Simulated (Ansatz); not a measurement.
Computed with frozen-core CCSD(T)/cc-pVTZ // B3LYP-D3(BJ)/def2-SVP run with Ansatz (a first-principles code).

Ansatz 0.2 input:
```yaml
crystal:
  periodic: [false, false, false]
  atoms:
    - { symbol: B, position_ang: [0.045122, 0.037549, 0.07512] }
    - { symbol: Cl, position_ang: [0.096517, 1.640981, 0.88583] }
    - { symbol: Cl, position_ang: [-1.335189, -1.058591, 0.580023] }
    - { symbol: Cl, position_ang: [1.66077, -0.81267, -0.094716] }
    - { symbol: O, position_ang: [-0.342116, 0.346142, -1.52845] }
    - { symbol: H, position_ang: [-1.149342, -0.172123, -1.709395] }
    - { symbol: H, position_ang: [0.384093, -0.039606, -2.05453] }
basis:
  gaussian: { orbitals: cc-pVTZ }
correlation:
  method: ccsd_t
```

Output:

```
Functional definition: HF
1140 factors; integrals over basis functions are off by at most 8.7e-4 eV
mean field evaluation 1: about -40254.7961 eV, gradient 3.1e1 eV
mean field evaluation 2: about -40255.0751 eV, gradient 3.1e1 eV
mean field evaluation 4: about -40257.4118 eV, gradient 3.1e0 eV
mean field evaluation 8: about -40257.4600 eV, gradient 2.2e-1 eV
mean field evaluation 16: about -40254.7968 eV, gradient 3.1e1 eV
mean field -40257.46035048 eV, -1479.4343803933 hartree, gradient 2.4e-6 eV, S^2 0.000000; 0 other end points of the search recorded, 0 dependent functions left out
17 core orbitals not correlated
reference -40257.46035048 eV, -1479.4343803933 hartree; 16, 16 occupied and 157, 157 virtual orbitals, 1140 factors
second order -25.39243598 eV of doubles, -0.00000000 eV of singles
cycle   1  -26.02597733 eV  change   -6.3e-1 eV  update   9.3e-2
cycle   2  -26.53912144 eV  change   -5.1e-1 eV  update   2.5e-2
cycle   3  -26.63915367 eV  change   -1.0e-1 eV  update   1.1e-2
cycle   4  -26.62870833 eV  change    1.0e-2 eV  update   2.4e-3
cycle   5  -26.62867292 eV  change    3.5e-5 eV  update   9.4e-4
cycle   6  -26.62869423 eV  change   -2.1e-5 eV  update   2.6e-4
cycle   7  -26.62853482 eV  change    1.6e-4 eV  update   9.5e-5
cycle   8  -26.62854063 eV  change   -5.8e-6 eV  update   2.4e-5
perturbative correction -1.11498046 eV, -0.0409747763 hartree
Total energy: -40285.20387157 eV, -1480.4539359881 hartree
```

Cost: about 2.7 core-minutes (a rough figure).
